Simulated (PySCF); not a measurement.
**[GeS2]-, doublet: data card**

These are results of PySCF, UB3LYP, basis Ge def2-SVPD, S def2-SVPD (no relativity, density fitting), not measurements.

The structure is a higher-order saddle point with 2 imaginary modes (one degenerate set).

| Item | Value |
| --- | --- |
| Point group | D∞h |
| Bond lengths | Ge–S 2.197 Å (×2) |
| Bond angles | S–Ge–S 180.0° |
| Zero-point energy (real modes) | 4.2 kJ/mol |
| Principal quadrupole moments (Buckingham, traceless) about the centre of mass | -28.95, 14.48, 14.48 D Å |
| Highest occupied level (α) | -0.15 eV |
| Dipole moment about the centre of mass | 0.00 D |
| Spin squared ⟨S²⟩ | 0.755 |
| Principal polarisabilities | 79.8, 79.8, 207.9 bohr³ |
| Lowest empty level (β) | 1.69 eV |
| Rotational constants | 0.05463 cm⁻¹ |

Harmonic modes (masses in u: Ge 73.921, S 31.972):
```
symmetry  ω (cm⁻¹)  IR (km/mol, summed over degenerate members)
      πu      239i                                            –
     σg+       337                                          0.0
     σu+       371                                          263
```

In D∞h the vibrations span πu + σg+ + σu+. The σg+ mode carries no infrared intensity, as symmetry demands. With a centre of inversion only u modes can be infrared active and only g modes Raman active.

Charges (e); Mulliken and Löwdin values are unreliable with diffuse functions:
```csv
atom,Mulliken,Löwdin,polar tensor,spin (Mulliken),Mayer order to Ge1
Ge1,0.37,-0.09,0.76,0.50,–
"S2,3",-0.68,-0.45,-0.88,0.25,1.61
```

Mulliken populations on Ge1: s 7.84, p 13.46, d 10.33.

This need not be the most stable arrangement of these atoms. The lowest empty level of this anion is unbound, so it and the gap depend on the basis. At this level a doublet minimum of C2v symmetry lies 70 kJ/mol below this structure.

The final relaxation and frequency run took roughly 50 core-seconds on a shared host.
